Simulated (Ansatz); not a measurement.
One change: `C[N](C)[Zr]([I])([N](C)C)[N](C)C` becomes `C[N](C)[Zr]([OH])([N](C)C)[N](C)C`.

Ansatz, PBE0-D4/def2-TZVP geometries, multiplicity 1. Each molecule was computed in one conformer, which needn't be the lowest.

Elements past krypton have def2 core potentials.

```
                                      property  `C[N](C)[Zr]([I])([N](C)C)[N](C)C`
           LUMO energy (B3LYP/def2-TZVPP) / eV                               -0.54
            HOMO energy (PBE0/def2-TZVPP) / eV                               -6.47
size of the dipole moment (PBE/def2-TZVPP) / D                                4.01
            LUMO energy (PBE0/def2-TZVPP) / eV                               -0.33
           HOMO energy (B3LYP/def2-TZVPP) / eV                               -6.26
             HOMO energy (PBE/def2-TZVPP) / eV                               -5.28
```

(1) What does the change do to each property? (Estimate.)

Answers

(1) The calculation gave: 
```
                                      property  `C[N](C)[Zr]([OH])([N](C)C)[N](C)C`  shift
           LUMO energy (B3LYP/def2-TZVPP) / eV                                -0.10   0.44
            HOMO energy (PBE0/def2-TZVPP) / eV                                -5.87   0.60
size of the dipole moment (PBE/def2-TZVPP) / D                                 0.45  -3.56
            LUMO energy (PBE0/def2-TZVPP) / eV                                 0.15   0.48
           HOMO energy (B3LYP/def2-TZVPP) / eV                                -5.67   0.59
             HOMO energy (PBE/def2-TZVPP) / eV                                -4.65   0.63
```

With PBE0 the HOMO rises by 0.60 eV and the LUMO rises by 0.48 eV, so the gap narrows by about 0.12 eV. PBE moves the HOMO by 0.63 eV and ωB97M-V by 0.52 eV. Dipoles are sizes alone; their direction can turn.

B3LYP here is the variant with VWN-RPA as its local correlation; programs differ in this.

Spin–orbit coupling is left out; it splits and shifts lone-pair levels of the heavy atoms by tenths of an eV.
